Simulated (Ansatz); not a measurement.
Reactions of CH9NSi2 (`CN([SiH3])[SiH3]`).

Gas-phase electronic energies from Ansatz, PBE0-D4/def2-TZVP geometries. CCSD(T)/CBS adds triple-zeta CCSD(T) − MP2 to the extrapolated MP2 energy (def2 sets, frozen cores). This one scheme is used for every species, atoms too. DFT in def2-TZVPP. Open shells (•) are unrestricted, without spin–orbit coupling. Spin–orbit coupling would lower the free atoms: a little for Cl, F.

```
                                                             reaction  MP2/CBS(def2) (eV)  B2PLYP (eV)  PBE0-D4 (eV)  HF/CBS(def2) (eV)  CCSD(T)/CBS(def2) (eV)
                   `CN([SiH3])[SiH3]` → `[CH3]`• + `[SiH3][N][SiH3]`•                4.51         3.90          3.99               2.53                    4.14
                  `CN([SiH3])[SiH3]` + F• → `CN([SiH2])[SiH3]`• + H–F               -2.28        -1.94         -1.99              -0.87                   -2.01
                 `CN([SiH3])[SiH3]` + Cl• → `CN([SiH2])[SiH3]`• + HCl               -0.61        -0.48         -0.64              -0.02                   -0.50
                        `CN([SiH3])[SiH3]` → H• + `CN([SiH2])[SiH3]`•                4.08         4.05          3.91               3.32                    4.17
`CN([SiH3])[SiH3]` + `C1CS[SiH2]1` → `CC1C[SiH2]S1` + `[SiH3]N[SiH3]`               -0.61        -0.55         -0.53              -0.53                   -0.57
```

Largest T1 diagnostic: 0.018, for `[SiH3][N][SiH3]`•.
